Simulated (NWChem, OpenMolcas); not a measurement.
How methods differ on PbO (SMILES [O][Pb])

PbO has 2 atoms, charge 0, and is taken as a singlet. SMILES: `[O][Pb]`. The bond length is the measured one.

```xyz
2

O     0.0000    0.0000    0.0000
Pb    0.0000    0.0000    1.9218
```

Each level gives the dipole moment (D). The values are calculated.

```tsv
level	kind	program	value (D)
HF/def2-TZVP (core potential)	Hartree–Fock	NWChem	5.94
BLYP/def2-TZVP (core potential)	GGA	OpenMolcas	4.25
revPBE/def2-TZVP (core potential)	GGA	OpenMolcas	4.23
M06-L/def2-TZVP (core potential)	meta-GGA	OpenMolcas	4.50
TPSS/def2-TZVP (core potential)	meta-GGA	NWChem	?
r2SCAN/def2-TZVP (core potential)	meta-GGA	OpenMolcas	?
B3LYP/def2-TZVP (core potential)	global hybrid	OpenMolcas	4.69
CAM-B3LYP/def2-TZVP (core potential)	range-separated hybrid	NWChem	4.96
```

**Question.** Estimate what the levels marked ? give.

**Answer.** As computed at these levels: TPSS/def2-TZVP (core potential): 4.34 D; r2SCAN/def2-TZVP (core potential): 4.46 D. The values span 4.23 to 5.94 D.
